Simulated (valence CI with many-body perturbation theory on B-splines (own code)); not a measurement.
Mo XXII: E2, M1 decay

Method: relativistic CI+MBPT: three valence electrons over a frozen Dirac-Fock core [Ar], radial functions for each j: 7 s, 7 p, 8 d, 6 f, 4 g, 1 h, with the one-electron correlation potential Σ1 (screened to all orders), the two-electron term Σ2, the three-electron term Σ3, Breit, model QED; selected single and double excitations, second order for the rest, scaled by the run's own slope (own B-spline code, finite nucleus).

No measured levels were compared; by estimate terms of the open shell hold to 2 to 4 % of their energy, and close levels can change places. Only levels of the ground parity were solved; by the run's estimate the other parity begins above the list, which can be wrong where configurations are misplaced.

Lines 51 to 67 of 67 in falling wavelength, among levels below 247650 cm⁻¹, chosen from the decays that carry over 1 % of a level's rate. Wavelengths and rates use the calculated energies, so an error of 2000 cm⁻¹ moves a line at 798.7 Å by 1.6 % and its rate by three times that or more. Electric multipoles are in the length gauge, E1 and E2 with the static RPA response of the core. S is in atomic units (e²a₀⁴ for E2 and M2, e²a₀⁶ for E3), for M1 in squared Bohr magnetons. Weak lines are less certain than strong ones. Lines between different terms over intervals too small for the method are left out, as are lines whose strength nearly cancels. The highest levels of a list are the least certain.

Names give the largest LS component (configuration and term), which can be under half, so a name can repeat, a term be missing and a line seem to break the LS rules; names also repeat where a configuration has a term twice. Letters in brackets count levels of one name in rising energy.

```tsv
λ vac (Å)	Upper	Lower	Type	A (s⁻¹)	S (a.u.)
798.7	3d3 2F_7/2	3d3 4F_7/2	M1	2.10e+01	3.17e-03
763.6	3d3 2D_3/2 [b]	3d3 2P_1/2	M1	9.19e+01	6.07e-03
729.7	3d3 2D_5/2 [b]	3d3 2D_3/2 [a]	M1	1.39e+03	1.20e-01
725.2	3d3 2D_3/2 [b]	3d3 2D_3/2 [a]	M1	2.79e+02	1.58e-02
709.7	3d3 2F_7/2	3d3 4F_5/2	M1	1.41e+02	1.50e-02
703.9	3d3 2F_5/2	3d3 4F_5/2	M1	1.21e+01	9.39e-04
703.2	3d3 2P_3/2	3d3 4F_3/2	M1	1.52e+02	7.83e-03
673.7	3d3 2D_5/2 [b]	3d3 4P_5/2	M1	1.59e+03	1.08e-01
669.9	3d3 2D_3/2 [b]	3d3 4P_5/2	M1	7.16e+01	3.19e-03
641.3	3d3 2D_5/2 [b]	3d3 2G_7/2	M1	2.16e+02	1.26e-02
637.8	3d3 2D_3/2 [b]	3d3 2G_7/2	E2	5.31e+01	2.00e-02
628.6	3d3 2F_5/2	3d3 4F_3/2	M1	3.00e+02	1.66e-02
579.9	3d3 2D_3/2 [b]	3d3 4P_1/2	M1	1.45e+02	4.21e-03
558.5	3d3 2D_3/2 [b]	3d3 4P_3/2	M1	4.26e+02	1.10e-02
488.8	3d3 2D_5/2 [b]	3d3 4F_7/2	M1	3.73e+02	9.70e-03
452.3	3d3 2D_3/2 [b]	3d3 4F_5/2	M1	3.94e+02	5.41e-03
419.9	3d3 2D_3/2 [b]	3d3 4F_3/2	M1	7.10e+01	7.79e-04
```
